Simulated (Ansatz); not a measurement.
`BB(C)C[SiH3]` → `CBB(C)[SiH3]`  (isomerisation)

Calculated with Ansatz (gas phase, PBE0-D4/def2-TZVP geometries, no zero-point term in ΔE). CCSD(T)/CBS is the MP2 limit (def2-TZVPP, def2-QZVPP) plus CCSD(T) − MP2 in def2-TZVPP, frozen cores. DFT in def2-TZVPP. B3LYP here is the variant with VWN-RPA as its local correlation; programs differ in this. Each species was taken in one conformer, which may not be the lowest.

(1) Is it downhill or uphill in electronic energy at CCSD(T)/CBS, and by how much? (An estimate is asked.)

(2) What do these levels give: PBE-D4, r2SCAN-D4, PBE0-D4, B3LYP-D4, ωB97X-V, ωB97M-V, B2PLYP, PBE, PBE0, HF/def2-TZVPP, SCS-MP2/def2-TZVPP, CCSD/def2-TZVPP? (An estimate is asked.)

Largest T1 diagnostic among the species: 0.013.

## Answers

(1) Ansatz gave: Uphill: ΔE = +0.20 eV.

(2) Computed: PBE-D4 0.01, r2SCAN-D4 0.09, PBE0-D4 0.08, B3LYP-D4 0.13, ωB97X-V 0.17, ωB97M-V 0.20, B2PLYP 0.16, PBE -0.01, PBE0 0.06, HF/def2-TZVPP 0.27, SCS-MP2/def2-TZVPP 0.27, CCSD/def2-TZVPP 0.21 eV.

From PBE to PBE0 (25 % exact exchange), in def2-TZVPP and without D4, ΔE moves by +0.07 eV. The D4 term adds +0.03 eV with B3LYP and +0.02 eV with PBE0; it sums over pairs of atoms, weighted by their polarisabilities, and B3LYP, whose exchange is more repulsive, gets the larger term.
